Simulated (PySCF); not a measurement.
C4H11NSi, SMILES C/C(=C/[SiH3])CN. The structure is a stationary point at PBE-D3(BJ)/def2-SVP. The structure was generated by enumeration; whether it is a known compound was not checked. Other conformers were not sampled.

Computed with PBE-D3(BJ)/def2-SVP (PySCF 2.14.0).

Harmonic wavenumbers (cm⁻¹): 94, 144, 158, 190, 277, 319, 365, 408, 432, 532, 625, 642, 754, 782, 796, 850, 871, 920, 952, 977, 984, 1007, 1085, 1113, 1128, 1248, 1284, 1337, 1354, 1398, 1399, 1413, 1570, 1653, 2070, 2129, 2140, 2890, 2949, 2968, 3013, 3070, 3079, 3437, 3526. Rotational constants (GHz): 4.088, 2.006, 1.414; symmetry number 1.

### Question
Work out the zero-point energy and the ideal-gas rigid-rotor harmonic-oscillator thermochemistry at 298.15 K and 1 atm.

### Answer
ZPE = ½ Σ hcν = ½ × 60334 cm⁻¹ = 86.25 kcal/mol. H − E(el) = 92.14 kcal/mol. Entropy in cal/(mol K): translation 39.75, rotation 27.72, vibration 20.15, total 87.63. G − E(el) = 66.01 kcal/mol. Cp = 33.51 cal/(mol K). Modes under 150 cm⁻¹ make the vibrational entropy uncertain.
